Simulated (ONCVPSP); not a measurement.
**lithium (Li): one change to an ONCV potential, before and after**

lithium (Li), optimised norm-conserving Vanderbilt (ONCV), made with ONCVPSP 4.0.1 (PBE, non-relativistic). Core [He], reference 2s1. Waves: 2s: rc 3.45 bohr, ncon 4, nbas 9, qcut 2 1/bohr, 3 projectors, debl 3.5 Ha; p scattering state at 0.03 Ha: rc 2.85 bohr, ncon 4, nbas 8, qcut 2.4 1/bohr, 2 projectors, debl 2.9 Ha. Local part: polynomial inside 1.85 bohr (lpopt 4, dvloc0 2 Ha). Core correction: polynomial model core, fcfact 0.65.

In the p channel the program set the typed energies aside and used 0.050, 2.950 Ha.

Change: core correction Teter function, fcfact 2.25, rcfact 1.1.

Cutoffs: the cutoffs (Ha) at which the residual kinetic energy of the hardest occupied pseudo-wave falls to 1 and 0.1 mHa per electron; they do not see the model core or the augmentation charge, which bear on the density cutoff. Errors are all-electron minus pseudo energies relative to the spin-unpolarised reference configuration.

**Question.** How do hardness, ghosts and transferability respond?

**Answer.** The potential gets neither clearly harder nor softer (1.2 Ha and 2.2 Ha → 1.2 Ha and 2.2 Ha); both files keep a bound ghost (p); the number of tests with a reliable result goes from 2 to 1. A model core, the more so a compact one, raises the density cutoff, which this test does not measure.

| quantity | base | changed |
| --- | --- | --- |
| cutoff, loose | 1.2 Ha | 1.2 Ha |
| cutoff, tight | 2.2 Ha | 2.2 Ha |
| bound ghosts | p | p |
| GHOST(+) flags under 300 eV | p at 85.7 eV, s at 101.2 eV, p at 195.3 eV, s at 204.5 eV | p at 85.7 eV, s at 101.2 eV, p at 195.3 eV, s at 204.5 eV |
| tests with a reliable result | 2 of 2 | 1 of 2 |
| error for 2s0.5, meV [ΔE 2.05 eV] | -8.1 | +0.5 |
| s: phases at 3.50 bohr within 0.05 rad from the reference energy up to (Ha; the scan ends near 5) | 0.1 | 0.1 |
| p: phases at 2.89 bohr within 0.05 rad from the reference energy up to (Ha; the scan ends near 5) | 0.2 | 0.2 |
| rms error of d²Exc/dni dnj with the model core, mHa | 0.69 | 3.12 |

Base: The cutoffs count occupied waves only; projector 2 of the p channel, the hardest unoccupied one, needs 43 Ha at the loose tolerance. Changed file: The cutoffs count occupied waves only; projector 2 of the p channel, the hardest unoccupied one, needs 43 Ha at the loose tolerance. A true bound ghost makes a file unfit for plane-wave use even where its test errors are small: the radial tests pick states by their node count and pass the ghost by.
